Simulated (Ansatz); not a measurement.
CF2 (SMILES F[C]F, charge +1) moved off its minimum; all values from Ansatz (a program for electronic structure), cores frozen in correlated methods. Open shells are unrestricted.
(charge 1, multiplicity 2)
```xyz
3

F     -1.0662    -0.2012     0.0565
C      0.0021     0.3650    -0.0140
F      1.1011    -0.0909    -0.0625
```

Forces at B3LYP/def2-TZVPP (eV/Å):

```csv
atom,Fx,Fy,Fz
F1,-0.319,-0.811,0.036
C2,-1.293,2.103,0.021
F3,1.612,-1.292,-0.057
```

Give the forces (eV/Å), the total energy and the dipole at CCSD(T)/cc-pVTZ.


```csv
atom,Fx,Fy,Fz
F1,-0.355,-0.828,0.038
C2,-1.347,2.156,0.023
F3,1.702,-1.328,-0.061
```
Energy -237.0054 hartree.
